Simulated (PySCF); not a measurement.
HgCl2, optimised at PBE/def2-SVP:

```xyz
3

Hg     0.0000     0.0000     0.0000
Cl     1.3548     1.3594    -1.2719
Cl    -1.3548    -1.3594     1.2719
```

Method: PySCF energies plus ideal-gas RRHO corrections (1 bar). All species are closed-shell singlets. Hg: scalar-relativistic def2 core potential, no spin-orbit coupling.

**Question.** List the harmonic frequencies (cm⁻¹, unscaled) at this level and at the other levels, each on its own geometry.

**Answer.** 
- PBE/def2-SVP: 93, 94, 326, 384
- PBE0/def2-TZVP: 100, 100, 354, 409
